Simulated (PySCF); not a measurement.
PySCF input (PW6B95/def2-TZVPD):

```python
from pyscf import gto, scf, dft

mol = gto.M(
    atom='''
    Sn    0.14553194   -0.15056115    0.26211266
    O     0.88741190    0.19144519   -1.57029064
    F    -1.59732138    0.66627732   -0.06036752
    ''',
    basis='def2-tzvpd',
    ecp='def2-tzvp',
    charge=0,
    spin=1,
    verbose=4,
)

mf = dft.UKS(mol, xc='pw6b95').density_fit(auxbasis='def2-universal-jkfit')
mf.grids.level = 3
mf.conv_tol = 1e-9
mf.max_cycle = 100
mf.max_memory = 1500
mf.kernel()
if not mf.converged:
    mf = mf.newton()
    mf.kernel(mf.make_rdm1())
for _ in range(2):
    mo, _, stable, _ = mf.stability(return_status=True)
    if stable:
        break
    mf.kernel(mf.make_rdm1(mo, mf.mo_occ))
mf.analyze()
```

Output:

```
ECP def2-tzvp not found for  O
ECP def2-tzvp not found for  F
PySCF version 2.14.0

[INPUT] verbose = 4
[INPUT] num. atoms = 3
[INPUT] num. electrons = 39
[INPUT] charge = 0
[INPUT] spin (= nelec alpha-beta = 2S) = 1
[INPUT] symmetry False subgroup None
[INPUT] Mole.unit = angstrom
[INPUT] Symbol           X                Y                Z      unit          X                Y                Z       unit  Magmom
[INPUT]  1 Sn     0.145531940000  -0.150561150000   0.262112660000 AA    0.275015508977  -0.284519338500   0.495321141181 Bohr   0.0
[INPUT]  2 O      0.887411900000   0.191445190000  -1.570290640000 AA    1.676965450680   0.361778976965  -2.967419245568 Bohr   0.0
[INPUT]  3 F     -1.597321380000   0.666277320000  -0.060367520000 AA   -3.018499941112   1.259081657809  -0.114078079619 Bohr   0.0

nuclear repulsion = 113.042929860808
number of shells = 46
number of NR pGTOs = 207
number of NR cGTOs = 136
basis = def2-tzvpd
ecp = def2-tzvp

******** <class 'pyscf.df.df_jk.DFUKS'> ********
method = DFUKS
initial guess = minao
damping factor = 0
level_shift factor = 0
DIIS = <class 'pyscf.scf.diis.CDIIS'>
diis_start_cycle = 1
diis_space = 8
diis_damp = 0
SCF conv_tol = 1e-09
SCF conv_tol_grad = None
SCF max_cycles = 100
direct_scf = False
number electrons alpha = 20  beta = 19
XC library pyscf.dft.libxc version 7.1.2
    S. Lehtola, C. Steigemann, M. J. T. Oliveira, and M. A. L. Marques,  SoftwareX 7, 1–5 (2018)
XC functionals = pw6b95
    Y. Zhao and D. G. Truhlar,  J. Phys. Chem. A 109, 5656 (2005)
radial grids:
    Treutler-Ahlrichs [JCP 102, 346 (1995); DOI:10.1063/1.469408] (M4) radial grids

becke partition: Becke, JCP 88, 2547 (1988); DOI:10.1063/1.454033
pruning grids: <function nwchem_prune>
grids dens level: 3
symmetrized grids: False
atomic radii adjust function: <function treutler_atomic_radii_adjust>
small_rho_cutoff = 0
Set gradient conv threshold to 3.16228e-05
tot grids = 50304
******** <class 'pyscf.df.df.DF'> ********
auxbasis = def2-universal-jkfit
init E= -352.773023514894
  alpha nocc = 20  HOMO = -0.720513435747589  LUMO = -0.595719860376477
  beta  nocc = 19  HOMO = -0.733228932844865  LUMO = -0.720513435747589

WARN: HOMO -0.720513435747589 >= LUMO -0.720513435747589

[...]
  beta  nocc = 19  HOMO = -0.306893922069058  LUMO = -0.16025594351926
  HOMO = -0.306893922069  LUMO = -0.160255943519  gap/eV = 3.99022
Extra cycle  E= -389.751095883762  delta_E= -4.1e-10  |g|= 3.08e-05  |ddm|= 3.2e-05
converged SCF energy = -389.751095883762  <S^2> = 0.75679453  2S+1 = 2.006783
uhf_internal: lowest eigs of H = [0.02386881 0.04975489 0.21307208]
<class 'pyscf.df.df_jk.DFUKS'> wavefunction is stable in the internal stability analysis
**** SCF Summaries ****
Total Energy =                        -389.751095883762332
Nuclear Repulsion Energy =             113.042929860807874
One-electron Energy =                 -845.519709238452265
Two-electron Energy =                  342.725683493882059
Two-electron Coulomb Energy =          380.176861319668603
DFT Exchange-Correlation Energy =      -37.451177825786530
HOMO-LUMO gap [eV] =                     3.990222639511022
**** MO energy ****
                             alpha | beta                alpha | beta
MO #1   energy= -24.8238496162253  | -24.8229870479716  occ= 1 | 1
MO #2   energy= -19.3454979815864  | -19.3215879342504  occ= 1 | 1
MO #3   energy= -5.19549372368184  | -5.19534637299194  occ= 1 | 1
MO #4   energy= -3.5338476289619   | -3.53376883270995  occ= 1 | 1
MO #5   energy= -3.52657137633004  | -3.52639416595137  occ= 1 | 1
MO #6   energy= -3.52347872780287  | -3.52330586953269  occ= 1 | 1
MO #7   energy= -1.17794951169671  | -1.17597891019151  occ= 1 | 1
MO #8   energy= -1.10354271283548  | -1.09920687789838  occ= 1 | 1
MO #9   energy= -1.09374515606267  | -1.09374966141058  occ= 1 | 1
MO #10  energy= -1.09080667371566  | -1.09078593448692  occ= 1 | 1
MO #11  energy= -1.08520732988949  | -1.08463227621347  occ= 1 | 1
MO #12  energy= -1.07460801228593  | -1.07258587548083  occ= 1 | 1
MO #13  energy= -0.973963009023421 | -0.902013542347955 occ= 1 | 1
MO #14  energy= -0.514753899532067 | -0.507426023583719 occ= 1 | 1
MO #15  energy= -0.433749539052363 | -0.41265595611088  occ= 1 | 1
MO #16  energy= -0.416728311068045 | -0.411676057759124 occ= 1 | 1
MO #17  energy= -0.412500087918331 | -0.392055679044514 occ= 1 | 1
MO #18  energy= -0.390924177845213 | -0.329857306428049 occ= 1 | 1
MO #19  energy= -0.360137245500763 | -0.306893922069058 occ= 1 | 1
MO #20  energy= -0.316730761118837 | -0.16025594351926  occ= 1 | 0
MO #21  energy= -0.0999342457721788 | -0.0975335441447065 occ= 0 | 0
MO #22  energy= -0.0317929121441571 | -0.0205266063765843 occ= 0 | 0
MO #23  energy= -0.0108082288084098 | -0.00702633031813258 occ= 0 | 0
MO #24  energy= 0.0123400561881387 | 0.0125816248764227 occ= 0 | 0
MO #25  energy= 0.0674237529345822 | 0.0676928336300841 occ= 0 | 0
MO #26  energy= 0.0710905012663856 | 0.0706963763952908 occ= 0 | 0
MO #27  energy= 0.0745990238791126 | 0.075252424785799  occ= 0 | 0
MO #28  energy= 0.0776057181692986 | 0.0777185625754483 occ= 0 | 0
MO #29  energy= 0.0851773455550439 | 0.0906523115512186 occ= 0 | 0
MO #30  energy= 0.0917771573874517 | 0.0914872171631692 occ= 0 | 0
MO #31  energy= 0.102322268011297  | 0.103504787198905  occ= 0 | 0
MO #32  energy= 0.110953410143431  | 0.113700074614031  occ= 0 | 0
MO #33  energy= 0.147213732651406  | 0.151823619278498  occ= 0 | 0
MO #34  energy= 0.158048868236134  | 0.157713823285351  occ= 0 | 0
MO #35  energy= 0.163026096985356  | 0.163641704414222  occ= 0 | 0
MO #36  energy= 0.184516219020248  | 0.184386878154469  occ= 0 | 0
MO #37  energy= 0.193162632257597  | 0.193277248081217  occ= 0 | 0
MO #38  energy= 0.19920620268356   | 0.199542788797776  occ= 0 | 0
MO #39  energy= 0.23596223907445   | 0.23907099237698   occ= 0 | 0
MO #40  energy= 0.280042550813926  | 0.27980549671593   occ= 0 | 0
MO #41  energy= 0.287239416591521  | 0.288048493718688  occ= 0 | 0
MO #42  energy= 0.300237193164457  | 0.301121261334098  occ= 0 | 0
MO #43  energy= 0.308002332122705  | 0.316218981551506  occ= 0 | 0
MO #44  energy= 0.321990039988707  | 0.323102583937454  occ= 0 | 0
MO #45  energy= 0.366158977267057  | 0.36786171730672   occ= 0 | 0
MO #46  energy= 0.373581778018884  | 0.377961393336992  occ= 0 | 0
MO #47  energy= 0.387654880847365  | 0.388244789862832  occ= 0 | 0
MO #48  energy= 0.423537163434709  | 0.429349562735908  occ= 0 | 0
MO #49  energy= 0.479564792887249  | 0.48386296915303   occ= 0 | 0
MO #50  energy= 0.509775802297614  | 0.510557903712338  occ= 0 | 0
MO #51  energy= 0.53298167339827   | 0.534701037468558  occ= 0 | 0
MO #52  energy= 0.557997842756176  | 0.559361274953052  occ= 0 | 0
MO #53  energy= 0.56081008373628   | 0.580904873665949  occ= 0 | 0
MO #54  energy= 0.610099996815066  | 0.610762610064565  occ= 0 | 0
MO #55  energy= 0.635493885776228  | 0.635637110848108  occ= 0 | 0
MO #56  energy= 0.636547940151259  | 0.643484377570331  occ= 0 | 0
MO #57  energy= 0.649450776388919  | 0.654471093121394  occ= 0 | 0
MO #58  energy= 0.708660240155877  | 0.709053747593629  occ= 0 | 0
MO #59  energy= 0.715460633467032  | 0.728156348963383  occ= 0 | 0
MO #60  energy= 0.763111231933901  | 0.763068766194969  occ= 0 | 0
MO #61  energy= 0.768352053397256  | 0.769757319147367  occ= 0 | 0
MO #62  energy= 0.783380490878187  | 0.788159111719123  occ= 0 | 0
MO #63  energy= 0.788621938594739  | 0.793050644702833  occ= 0 | 0
MO #64  energy= 0.829001121852197  | 0.828992026642364  occ= 0 | 0
MO #65  energy= 0.843278925646703  | 0.855080669462975  occ= 0 | 0
MO #66  energy= 0.960706977311294  | 0.965977105499449  occ= 0 | 0
MO #67  energy= 0.971216435432788  | 0.972295370459568  occ= 0 | 0
MO #68  energy= 0.977653182477833  | 0.984100956596477  occ= 0 | 0
MO #69  energy= 1.01393668143444   | 1.01577776529537   occ= 0 | 0
MO #70  energy= 1.04984076220689   | 1.05315909126224   occ= 0 | 0
MO #71  energy= 1.05792951932843   | 1.05733983255232   occ= 0 | 0
MO #72  energy= 1.0998810148658    | 1.10250242101334   occ= 0 | 0
MO #73  energy= 1.11171877261729   | 1.11347241702274   occ= 0 | 0
MO #74  energy= 1.15739780678571   | 1.15876492612018   occ= 0 | 0
MO #75  energy= 1.16188430544007   | 1.16192681265219   occ= 0 | 0
MO #76  energy= 1.20368863899188   | 1.20342970257827   occ= 0 | 0
MO #77  energy= 1.20429809344872   | 1.20572790545318   occ= 0 | 0
MO #78  energy= 1.22884623762827   | 1.2340070400672    occ= 0 | 0
MO #79  energy= 1.49310931567924   | 1.49621014254144   occ= 0 | 0
MO #80  energy= 1.69455908251091   | 1.74325658289855   occ= 0 | 0
MO #81  energy= 1.71640837531883   | 1.76694226383308   occ= 0 | 0
MO #82  energy= 1.82792532921998   | 1.83798461562411   occ= 0 | 0
MO #83  energy= 1.82983791294293   | 1.8720464063171    occ= 0 | 0
MO #84  energy= 2.12314907935016   | 2.13813042170061   occ= 0 | 0
MO #85  energy= 2.28112695949907   | 2.28135119333679   occ= 0 | 0
MO #86  energy= 2.29363512098964   | 2.294208297819     occ= 0 | 0
MO #87  energy= 2.29910418254317   | 2.29926174678711   occ= 0 | 0
MO #88  energy= 2.31693371347447   | 2.31762304404499   occ= 0 | 0
MO #89  energy= 2.32497125151695   | 2.32743403130272   occ= 0 | 0
MO #90  energy= 2.3351153802589    | 2.33616470284822   occ= 0 | 0
MO #91  energy= 2.34890830436391   | 2.35080288909863   occ= 0 | 0
MO #92  energy= 2.35923380262663   | 2.35947991983178   occ= 0 | 0
MO #93  energy= 2.43232965378042   | 2.43237828003545   occ= 0 | 0
MO #94  energy= 2.47494050917488   | 2.47758958393506   occ= 0 | 0
MO #95  energy= 2.52785720803583   | 2.52982340079196   occ= 0 | 0
MO #96  energy= 2.65808719750214   | 2.66046289754479   occ= 0 | 0
MO #97  energy= 2.70932953983525   | 2.73264557272157   occ= 0 | 0
MO #98  energy= 2.71088583522535   | 2.79945004412155   occ= 0 | 0
MO #99  energy= 3.01226442198226   | 3.03504288758221   occ= 0 | 0
MO #100 energy= 3.20041399286341   | 3.23692662999529   occ= 0 | 0
MO #101 energy= 3.4163617884428    | 3.41677269613762   occ= 0 | 0
MO #102 energy= 3.44479603180419   | 3.44565538537743   occ= 0 | 0
MO #103 energy= 3.53551629968053   | 3.53850013934806   occ= 0 | 0
MO #104 energy= 3.73442061472205   | 3.73771184970466   occ= 0 | 0
[...]
```

It need not be the lowest isomer of its formula.
